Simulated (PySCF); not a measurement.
A structure optimised at PBE0-D3(BJ)/def2-SVP, used in a PySCF frequency run:

```
W
N 1 1.7376
H 2 1.0162 1 155.71
F 1 1.8776 2 109.56 3 -116.11
N 1 1.9260 2 104.26 3 123.18
H 5 1.0156 1 124.40 2 12.44
H 5 1.0174 6 111.32 1 168.23
S 1 2.1419 2 110.84 3 6.74
```

### Question
Write its SMILES and formula.

### Answer
[NH]=[W]([NH2])([F])=[S], FH3N2SW

### Question
What are its rotational constants (standard atomic weights)?

### Answer
3.1383, 2.1735, 1.9790 GHz
